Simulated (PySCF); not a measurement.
Computed shifts of a molecule CH8OSi2, PySCF with PBE/pcSseg-1, GIAO, gas phase, atoms alike by connectivity averaged where their shifts nearly agree, in ppm (number of nuclei): ²⁹Si: -31.1 (1), -77.5 (1). ¹³C: 59.5 (1). ¹H: 5.25 (3), 4.44 (1), 4.23 (3), 3.95 (1). References: ²⁹Si against TMS (σ = 335.4 ppm); ¹³C against TMS (σ = 182.0 ppm); ¹⁷O against H2O (σ = 334.3 ppm); ¹H against TMS (σ = 31.49 ppm), references at their B3LYP-D3(BJ)/def2-TZVP geometries, non-relativistic. Coordinates come from a B3LYP-D3(BJ)/def2-SVP optimisation. One conformer was computed; it need not be the lowest.

Problem. Pick the molecule that these values belong to.
A. [SiH3]CO[SiH3]
B. OC([SiH3])[SiH3]
C. C[SiH2]O[SiH3]
D. C[Si@@H](O)[SiH3]

Solution. A, [SiH3]CO[SiH3]
